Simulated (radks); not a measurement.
The numbers below are computed, except where a source is named.
Ionisation of Co2+, [Ar] 3d7, to Co3+, [Ar] 3d6, under several functionals. Scalar-relativistic Kohn-Sham, spin-polarised, spherical densities, finite nucleus; open shells are filled with parallel spins first; a radial shooting solver on a logarithmic mesh with Libxc functionals. The NIST Atomic Spectra Database gives 33.5 eV (semi-empirical). Rank these functionals by the error of their Delta-SCF ionisation energy: PW91; SOGGA; XLYP; RPBE; SCAN; PBE.

Answer. From best to worst: RPBE 33.493 eV (-0.007); SOGGA 33.442 eV (-0.058); PBE 33.622 eV (+0.122); XLYP 33.732 eV (+0.232); PW91 33.749 eV (+0.249); SCAN 32.821 eV (-0.679). Open shells are spherical and high-spin; term and fine-structure splittings are not resolved.
